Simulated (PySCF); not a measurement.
A run for PySCF: R-HF/3-21G on H4OSeSi (SMILES [SiH3]O[SeH]), a point of a torsion scan.

```python
from pyscf import gto, scf, dft, mp
from pyscf.data.elements import chemcore

mol = gto.M(
    atom='''
    Si    0.82236199   -0.23914607    0.08127040
    O    -0.25552987    0.95510425   -0.23257744
    Se   -2.05693868    1.05692618    0.00698003
    H     0.48710441   -1.43633996   -0.69309133
    H     2.00839577    0.46245399   -0.38882917
    H     0.82852923   -0.56641611    1.50661561
    H    -2.37895038    0.52412882   -1.31463572
    ''',
    basis='3-21g',
    charge=0, spin=0, verbose=3, max_memory=1800)
mf = scf.RHF(mol)
mf.conv_tol = 1e-8
mf.max_cycle = 100
mf.kernel()
if not mf.converged:
    mf = mf.newton().run(mf.mo_coeff, mf.mo_occ)
```

Output:

```
converged SCF energy = -2752.62740592332
```

The run converged.

Cost: around 0.4 core-seconds (rough).
